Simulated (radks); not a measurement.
Q: Excited configurations of Tc: one electron is placed in a higher orbital outside [Kr] 4d5 5s1. The ground configuration is [Kr] 4d5 5s2. All-electron calculation, Dirac Kohn-Sham, PBE, spin-unpolarised, spherical densities, point nucleus; open shells are shared between the two j in proportion to 2j + 1. Program: a radial shooting solver on a logarithmic mesh with Libxc functionals. Excitation = E - E(ground); binding = E(ion) - E, where the ion is the core of charge +1; n* = 1/sqrt(2 binding) in atomic units, and the quantum defect is n - n*. Eigenvalue and <r> are those of j = l + 1/2.

outer orbital  excitation (eV)  binding (eV)     n*  quantum defect  eigenvalue (eV)  <r> (bohr)
5p                       3.751         4.403  1.758           3.242           -2.049       4.568
5f                       7.517         0.637  4.621           0.379           -0.367       28.95
6s                       5.697         2.457  2.353           3.647           -1.442       8.799
6p                       6.368         1.786  2.760           3.240           -1.009       11.32
6d                       7.134         1.020  3.652           2.348           -0.568       18.94
6f                       7.692         0.462  5.427           0.573           -0.287       43.33
7d                       7.476         0.678  4.479           2.521           -0.418       30.43

Estimate the row for 7s.

A: excitation (eV) 6.846; binding (eV) 1.308; n* 3.225; quantum defect 3.775; eigenvalue (eV) -0.804; <r> (bohr) 16.85. The Delta-SCF ionisation energy is 8.154 eV (NIST Atomic Spectra Database: 7.119 eV, measured). Self-interaction in the functional shifts the binding energies and quantum defects, so they are the method's values and not measured ones. Spin polarisation and multiplet splitting are left out, so open shells lie too high by an amount that depends on their filling. Sharing an open shell by 2j + 1 raises it above the true ground level by a part of the spin-orbit splitting, which enters the differences from NIST.

Beside tabulated values, note that spin-unpolarised runs miss the spin-polarisation part of the exchange energy of open shells.
